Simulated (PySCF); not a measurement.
H3O3Si, SMILES O[Si](O)O, multiplicity 2.

Geometry optimised at PBE-D3(BJ)/def2-SVP. The isomer is the one that the SMILES or the coordinates give; other isomers of the formula were not compared. One conformer was computed; it need not be the lowest.

Computed with M06-2X/def2-TZVPD (PySCF).

Isolated molecule, no solvent.

Computed frontier levels, dipole moment and polarisability:
- α spin, highest occupied and lowest empty level = -7.28 and 0.14 eV
- β spin, highest occupied and lowest empty level = -11.38 and -2.65 eV
- dipole moment = 2.23 D
- quadrupole, principal values (traceless, Buckingham form, about the centre of nuclear charge) = -5.44, 2.72, 2.72 D·Å
- mean static polarisability = 42.0 bohr³ (6.22 Å³)
- polarisability, principal values = 37.1, 44.5, 44.5 bohr³
- ⟨S²⟩ = 0.753 (pure state 0.75)
